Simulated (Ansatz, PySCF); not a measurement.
N-methylmethanimine (C2H5N), SMILES C=NC. Atoms are numbered in the order given.

```xyz
8

C      1.0811    -0.3655     0.0055
N     -0.0375     0.5114     0.2298
C     -1.1755     0.1184    -0.1313
H      1.8184     0.1495    -0.6160
H      1.5675    -0.5742     0.9620
H      0.8078    -1.3168    -0.4742
H     -1.3534    -0.8572    -0.6070
H     -2.0392     0.7634     0.0272
```
Charge 0, spin multiplicity 1.

Geometry optimised at PBE0-D3(BJ)/def2-TZVP.

Two levels are set side by side: PBE-D3(BJ)/def2-TZVP (Ansatz, a quantum-chemistry and plane-wave program) and PBE0-D3(BJ)/def2-TZVP (Ansatz). Each level has its own optimised geometry; the coordinates shown are those of the second. Frequencies come from the Hessian of PySCF at each geometry. Differences are taken from unrounded values.

| quantity | PBE0-D3(BJ) | PBE-D3(BJ) | PBE-D3(BJ) minus PBE0-D3(BJ) |
|---|---|---|---|
| mean bond length (Å) | 1.167 | 1.176 | 0.009 |
| bond C1–N2 (Å) | 1.439 | 1.449 | 0.010 |
| bond N2–C3 (Å) | 1.257 | 1.269 | 0.012 |
| bond C1–H4 (Å) | 1.093 | 1.101 | 0.008 |
| bond C1–H5 (Å) | 1.093 | 1.101 | 0.008 |
| bond C1–H6 (Å) | 1.100 | 1.108 | 0.008 |
| bond C3–H7 (Å) | 1.100 | 1.109 | 0.009 |
| bond C3–H8 (Å) | 1.090 | 1.097 | 0.008 |
| highest harmonic wavenumber (cm⁻¹) | 3149 | 3057 | -92 |
| mean harmonic wavenumber (cm⁻¹) | 1664 | 1608 | -56 |
| zero-point energy (kcal/mol) | 42.82 | 41.37 | -1.45 |

Exact exchange shortens and stiffens bonds; PBE has none. Differences between two approximate levels are no errors against the true value.
